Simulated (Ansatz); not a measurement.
A nudged elastic band was laid between two geometries of Cl3H3O2Sn (9 atoms, charge 0, multiplicity 1).

Level of theory: RKS PBE0/def2-SVP (Ansatz 0.2.0).

* movable images: 7
* climbing image: yes
* spring: 5.0 eV/Å²
* optimiser: quadratic models (default)
* start path: through a guess of the saddle point
* force threshold: 0.03 eV/Å
* iteration limit: 60
* end points: relaxed

Initial state:

```xyz
9
Properties=species:S:1:pos:R:3
Sn 0.072 -0.007 0.031
Cl -0.190 0.328 2.354
Cl 2.170 0.406 -0.867
O -0.908 1.524 -0.731
H -1.862 1.384 -0.675
Cl -1.232 -1.804 -0.794
O 1.197 -1.950 0.967
H 0.647 -2.700 0.695
H 1.063 -1.857 1.923
```

Final state:

```xyz
9
Properties=species:S:1:pos:R:3
Sn 0.297 -0.473 -0.702
Cl -1.000 -0.107 2.807
Cl 2.030 -0.058 -2.178
O -0.537 1.199 -0.165
H -0.876 1.105 0.745
Cl -1.157 -2.010 -1.665
O 0.999 -1.314 0.965
H 1.213 -2.253 0.878
H -0.012 -0.765 2.218
```

**Question.** What changes between the two ends?

**Answer.** Bonds broken: Sn1–Cl2, O7–H9. Bonds formed: Cl2–H9. Cl3H3O2Sn becomes Cl2H2O2Sn + ClH.

**Question.** What energy profile does the band end with?

**Answer.** It converged. The highest image is number 6 of 0 to 8, 85.5 kJ/mol above the first end and 11.3 kJ/mol above the last; the last end lies 74.3 kJ/mol above the first. A vibrational analysis at the climbing image gives one clearly imaginary mode, 389i cm⁻¹: a first-order saddle point. The orbitals stay closed-shell, which can raise the energy where a bond breaks towards radicals; this wasn't checked here.

```csv
image,path coordinate (Å),energy (kJ/mol),Sn1–Cl2 (Å),O7–H9 (Å),Cl2–H9 (Å)
0,0.00,0.0,2.36,0.97,2.56
1,0.86,0.4,2.37,0.97,2.57
2,1.72,4.5,2.36,0.97,2.77
3,2.57,11.5,2.38,0.97,2.73
4,3.43,18.3,2.41,0.97,2.52
5,4.29,31.9,2.51,0.99,2.09
6,5.15,85.5,2.99,1.31,1.47
7,5.88,75.5,3.53,1.67,1.33
8,6.61,74.3,3.76,1.70,1.33
```

**Question.** What is the geometry of the highest image?

**Answer.** 
```xyz
9
Properties=species:S:1:pos:R:3
Sn 0.144 -0.418 -0.473
Cl -1.247 -0.548 2.171
Cl 1.860 -0.351 -2.038
O -0.387 1.436 -0.201
H -0.918 1.455 0.612
Cl -1.362 -1.991 -1.269
O 1.152 -1.181 1.144
H 1.606 -2.028 1.031
H 0.110 -1.050 1.926
```

**Question.** What are the harmonic wavenumbers there?

**Answer.** 389i, 62, 80, 110, 124, 139, 163, 204, 326, 381, 401, 425, 562, 660, 691, 831, 977, 1091, 1416, 3788, 3850 cm⁻¹.

The run took 3.7 min on 4 threads of Intel(R) Xeon(R) 6975P-C (Granite Rapids), with other jobs on the host, peak memory 0.42 GiB.
